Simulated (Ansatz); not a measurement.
CuH₂, that is [CuH2]- with one electron fewer. The state is a doublet with charge 0. Geometry r2SCAN-D4/def2-TZVPD, that of the charge -1 singlet.

```
atom   x (Å)   y (Å)   z (Å)
 Cu1   0.000   0.000   0.000
  H2   1.260   0.570   0.710
  H3  -1.260  -0.570  -0.710
```

At PBE-D4/def2-TZVPD an occupied level lies above an empty one. At PBE-D4/def2-TZVPD the gap within one spin of the charge 0 doublet nearly closes, so an electron or hole may be smeared out by delocalisation error.

Q: Estimate the α-spin orbital energies around the gap (eV) in Ansatz with PBE-D4/def2-TZVPD, r2SCAN-D4/def2-TZVPD, PBE0-D4/def2-TZVPD.

A: 
```tsv
orbital	PBE-D4/def2-TZVPD	r2SCAN-D4/def2-TZVPD	PBE0-D4/def2-TZVPD
HOMO−5	-8.48	-9.06	-11.69
HOMO−4	-8.48	-9.06	-11.69
HOMO−3	-8.15	-8.69	-11.26
HOMO−2	-8.15	-8.69	-11.26
HOMO−1	-7.59	-7.99	-9.11
HOMO	-6.64	-6.90	-7.72
LUMO	-1.33	-0.90	-0.67
LUMO+1	-1.33	-0.90	-0.67
LUMO+2	0.28	0.77	0.99
LUMO+3	0.89	2.10	1.47
LUMO+4	1.27	2.86	1.71
LUMO+5	3.04	3.81	3.65
β HOMO	-6.38	-6.67	-7.48
β LUMO	-6.62	-6.30	-5.01
```
